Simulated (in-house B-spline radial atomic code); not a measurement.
**Two electrons outside the [Ne] 3s2 core: Tc29+**

Computed with an all-electron radial atomic-structure program (B-spline basis): configuration interaction (CI) of the two valence electrons in the field of the frozen Dirac-Fock core, alone and with many-body perturbation theory for the core (screened one- and two-electron correlation potentials), Breit and QED terms; no-pair Dirac Hamiltonian, finite nucleus. Labels give the configuration (outer n counted up each series) and the leading LS term, or the jj pair where no LS term holds 70 %.

The outer s² shell of this core is soft: its mixing with p² is only treated to second order, so levels can be several per cent off.

Command:
```bash
python run_mb.py task.json out
```
Settings (nuclear radius in fm, box in bohr, cutoff in hartree):
```
basis_form          3
Z                   43
core_configuration  [Ne] 3s2
rms_radius          4.41117
mass_number         97
speed_of_light      137.036
box_radius          2.903
lmax                6
intervals           57
virtual_cutoff      3698.0
```

Cost of the run: 74 s on 1 thread of Arm Neoverse V1 (shared host).

Excitation energies (eV):

```tsv
level	purity of the LS term	CI alone	CI + MBPT + Breit + QED
3p2 3P0	0.791	0	0
3p2 3P1	1.0	23.42	22.73
3p2 (1/2,3/2)2	0.538 (1D)	?	?
3p2 (3/2,3/2)2	0.539 (3P)	?	?
```

(1) Where does 3p2 (1/2,3/2)2 lie?

(2) Where does 3p2 (3/2,3/2)2 lie?

(3) What is the first ionisation energy?

Answers

(1) 28.204 eV in CI alone and 27.019 eV with all corrections.

(2) 55.038 eV in CI alone and 53.282 eV with all corrections.

(3) 1636.6 eV to the 3p1/2 state of the next ion (1636.4 eV from CI alone). NIST lists 1638 ± 4 eV (semi-empirical).
